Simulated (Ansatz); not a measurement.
Two isomers of C2H4FNSi: A = `N=C1[SiH2]C1F`, B = `C[SiH]1N=C1F`.

Isolated molecules relaxed with PBE0-D4/def2-TZVP in Ansatz; ΔE leaves out vibrations. CCSD(T)/CBS adds triple-zeta CCSD(T) − MP2 to the extrapolated MP2 energy (def2 sets, frozen cores). DFT in def2-TZVPP. One conformer a species, not always the lowest.

(1) Which isomer does CCSD(T)/CBS put lower? Give the gap. (Estimate.)

(2) Give E(B) − E(A) in kcal/mol with BLYP-D4, HF/def2-TZVPP, MP2/def2-TZVPP, ωB97M-V, LDA (SPW92), B2PLYP, PBE-D4. (Best estimate.)

(3) Does the order hold for the free energy at 298.15 K (harmonic terms from PBE0-D4)? (An estimate is asked.)

Largest T1 diagnostic: 0.015.

Results:

(1) Computed: B, by 40.1 kcal/mol.

(2) The calculation gave: BLYP-D4 -35.4, HF/def2-TZVPP -43.1, MP2/def2-TZVPP -42.9, ωB97M-V -40.9, LDA (SPW92) -34.8, B2PLYP -40.0, PBE-D4 -35.4. None reverses the order clearly.

(3) The calculation gave: Yes: G(B) − G(A) = -39.3 kcal/mol, for one conformer each.

From r2SCAN to r2SCAN0 (25 % exact exchange), in def2-TZVPP and without D4, E(B) − E(A) moves by −1.6 kcal/mol. Leaving LDA and LC-ωPBE aside and taking each functional with its dispersion term where it has one, the values, not all of them listed here, spread over 6.1 kcal/mol, from PBE-QIDH to revPBE-D4. LDA lies +0.8 kcal/mol from PBE without D4.
